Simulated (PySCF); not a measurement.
# The first ionisation energy along group 11

Calculated with PySCF 2.14 from differences of total energies of unrestricted determinants, without spin-orbit coupling. Values in eV. The last column holds reference values (NIST; (s) semi-empirical, (t) theoretical, else measured). Unmarked ones compare directly (S terms, centres of terms, or small fine structure); those marked * lie between the lowest fine-structure levels and include a spin-orbit shift.

| element | configurations | UHF | LDA | PBE | B2PLYP | MP2 (valence) | CCSD(T) (valence and next inner shell) | reference |
| --- | --- | --- | --- | --- | --- | --- | --- | --- |
| Cu (aug-cc-pwCVDZ-PP with ECP10MDF, ECP) | [Ar] 3d10 4s1 → [Ar] 3d10 | 6.596 | 8.647 | 8.359 | 7.926 | 7.551 | 7.573 | 7.726 |
| Ag (aug-cc-pwCVDZ-PP with ECP28MDF, ECP) | [Kr] 4d10 5s1 → [Kr] 4d10 | 6.368 | 8.372 | 8.042 | 7.670 | 7.424 | 7.489 | 7.576 |
| Au (aug-cc-pwCVDZ-PP with ECP60MDF, ECP) | [Xe] 4f14 5d10 6s1 → [Xe] 4f14 5d10 | 7.681 | 9.897 | 9.536 | 9.188 | 9.109 | 9.089 | 9.226 |

| method | elements | mean error (eV) | mean absolute error (eV) | largest error (eV) |
| --- | --- | --- | --- | --- |
| UHF | 3 | -1.294 | 1.294 | -1.544 |
| LDA | 3 | 0.796 | 0.796 | 0.921 |
| PBE | 3 | 0.470 | 0.470 | 0.632 |
| B2PLYP | 3 | 0.085 | 0.110 | 0.200 |
| MP2 (valence) | 3 | -0.148 | 0.148 | -0.175 |
| CCSD(T) (valence and next inner shell) | 3 | -0.126 | 0.126 | -0.154 |

Errors include the incompleteness of the basis and the frozen core.

"Valence" correlates the outer s and p shells and, in groups 3 to 12 and the f block, the outer d or f shell, open or full, or the next shell where the ion has no valence electron left; the wider scheme adds the next inner shell.
